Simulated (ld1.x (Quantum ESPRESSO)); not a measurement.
Sr (Z = 38): excitation energies, all-electron against TM

* Element: Sr
* Generator: ld1.x (Quantum ESPRESSO) 7.5
* Type: norm-conserving Troullier–Martins (Kleinman–Bylander form)
* Functional: revPBE
* Relativity: fully relativistic
* Frozen core: [Kr]
* Valence charge: 2
* Reference configuration: 4d0 5s2 5p0
* Partial waves: 5s (bound): rc 4.00 bohr; 4d (bound, empty): rc 2.90 bohr; 5p (bound, empty): rc 4.20 bohr
* Local potential: the p channel
* Core correction: Bessel-smoothed model core inside 2.45 bohr

Open shells are filled in proportion to 2j + 1 (rel_dist='average').

Energies are relative to the spin-unpolarised reference configuration 4d0 5s2 5p0; without spin polarisation the order of configurations can differ from experiment. The p channel is local and has no spin–orbit splitting in the pseudo-atom.

```
valence configuration  charge  ΔE all-electron (eV)  error AE − PS (meV)
        4d0 5s1.5 5p0    +0.5                 2.315                 +0.8
          4d0 5s1 5p1       0                 2.254                 -9.7
      4d0.5 5s1.5 5p0       0                 1.142                  -10
          4d0 5s0 5p1      +1                 8.688                  -39
          4d1 5s1 5p0       0                 2.312                  -35
```

(1) What are ΔE and the potential's error for 4d0 5s0 5p2?

(2) What are ΔE and the potential's error for 4d0 5s1 5p0?

Levels in the configuration 4d0 5s1.5 5p0:

```csv
level,all-electron (eV),pseudo (eV)
5s j=1/2,-5.795,-5.792
```

Results:

(1) ΔE = 4.590 eV all-electron; the error (AE − PS) is -45 meV.

(2) ΔE = 5.818 eV all-electron; the error (AE − PS) is +0.7 meV.
